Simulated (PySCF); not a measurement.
H4O2SeSi, SMILES O[SiH](O)[SeH].

Geometry optimised at PBE-D3(BJ)/def2-SVP. The structure was generated by enumeration, and PubChem lists no compound with its InChIKey, so it may never have been made. Other conformers were not sampled.

Two levels are set side by side: TDA-PBE/def2-SVPD (PySCF) and TDA-LC-ωPBE/def2-SVPD (PySCF). Vertical, same geometry. The lowest singlet is HOMO→LUMO 99 % with PBE and HOMO→LUMO+3 36 %, HOMO→LUMO+1 27 %, HOMO→LUMO 24 %, HOMO→LUMO+4 6 % with the other functional; states are paired by order. Differences are taken from unrounded values.

| quantity | TDA-LC-ωPBE | TDA-PBE | TDA-PBE minus TDA-LC-ωPBE |
|---|---|---|---|
| lowest singlet excitation (eV) | 5.64 | 5.08 | -0.56 |
| lowest triplet excitation (TDA) (eV) | 5.12 | 4.71 | -0.41 |
| first bright state (f over 0.05) (eV) | 6.55 | 5.57 | -0.98 |
| its oscillator strength | 0.08 | 0.06 | -0.02 |

A lower first singlet is the usual sign of a functional without exact exchange. Differences between two approximate levels are no errors against the true value.

Rough cost on one machine, each run with all the roots and properties that it gave: TDA-LC-ωPBE against TDA-PBE about 3 times.
